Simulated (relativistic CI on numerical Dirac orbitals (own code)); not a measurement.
Method of calculation: Dirac-Coulomb-Breit CI, orbitals from a KLI potential per configuration, QED by a radiative potential, unscaled Slater integrals (own radial code, finite nucleus).

Configuration list (outside the closed core 1s2): 2s, 2p, 3s, 3p, 3d, 4s, 4p, 4d, 4f, 5s, 5p, 5d, 5f, 5g, 6s, 6p, 6d. Levels of other configurations are missing.

At this charge energies of transitions that change n are usually good to better than 1 %, and those within a shell (Δn = 0) to a few per cent.

Outline of the computed level scheme of Tl LXXIX. Lowest level of each configuration: 2s ²S1/2 at 0.0 eV; 2p ²P°1/2 at 227.3 eV; 3s ²S1/2 at 13770.5 eV; 3p ²P°1/2 at 13831.1 eV; 3d ²D3/2 at 14523.5 eV; 4s ²S1/2 at 18466.8 eV; 4p ²P°1/2 at 18491.1 eV; 4d ²D3/2 at 18780.9 eV; 4f ²F°5/2 at 18859.7 eV.

Some strong electric-dipole decays among the lowest 15 levels: 3d ²D5/2 → 2p ²P°3/2 (2.5e+15 s⁻¹); 3d ²D3/2 → 2p ²P°1/2 (2.4e+15 s⁻¹); 3p ²P°1/2 → 2s ²S1/2 (1.1e+15 s⁻¹); 4d ²D3/2 → 2p ²P°1/2 (8.5e+14 s⁻¹); 4d ²D5/2 → 2p ²P°3/2 (8.1e+14 s⁻¹); 3p ²P°3/2 → 2s ²S1/2 (7.2e+14 s⁻¹); 4f ²F°7/2 → 3d ²D5/2 (5.3e+14 s⁻¹); 4f ²F°5/2 → 3d ²D3/2 (5.2e+14 s⁻¹).
